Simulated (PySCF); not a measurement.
This script is equivalent to a calculation on I²⁺ (iodine, charge +2).

```python
from pyscf import gto, scf, dft, mp, cc
import basis_set_exchange as bse
txt = bse.get_basis("aug-cc-pwCVTZ-PP", elements=["I"], fmt="nwchem", header=False)
cut = txt.index("\nECP")
mol = gto.M(atom="I 0 0 0", charge=2, spin=3, symmetry="D2h",
            basis=gto.basis.parse(txt[:cut]),
            ecp={"I": gto.basis.parse_ecp(txt[cut:])})
mf = dft.UKS(mol, xc="R2SCAN")
mf.irrep_nelec = {'Ag': (4, 4), 'B1g': (1, 1), 'B2g': (1, 1), 'B3g': (1, 1), 'B1u': (2, 1), 'B2u': (2, 1), 'B3u': (2, 1)}
mf.kernel()
```

Question: What total energy does it give?

Answer: -294.730 hartree (calculated).

Question: Which occupied shell lies highest, and where?

Answer: 5p α, at -26.004 eV.

Question: What is ⟨S²⟩, and what would a pure spin state give?

Answer: 3.751, against 3.75.

Energies and moments cover only the electrons outside the core potential.
